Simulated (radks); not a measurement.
Task: The tungsten ion W12+ is in [Kr] 4d10 4f(5/2: 6, 7/2: 7) 5s2 5p(1/2: 1, 3/2: 0). Method: Dirac Kohn-Sham, PBE, spin-unpolarised, spherical densities, finite nucleus; Fermi nuclear charge, rms radius of each element as measured or else 0.836 A^(1/3) + 0.57 fm; computed with a radial shooting solver on a logarithmic mesh with Libxc functionals. Sub-shells are occupied by j as written (lower j first in brackets). One electron is removed from 4f7/2, 5s1/2, 4f5/2, 5p1/2 in turn, with full relaxation. Which removal costs least, and what does each cost?

Result: 5p1/2 256.36 eV; 4f7/2 266.56 eV; 4f5/2 269.14 eV; 5s1/2 289.91 eV. The 5p1/2 electron leaves first.
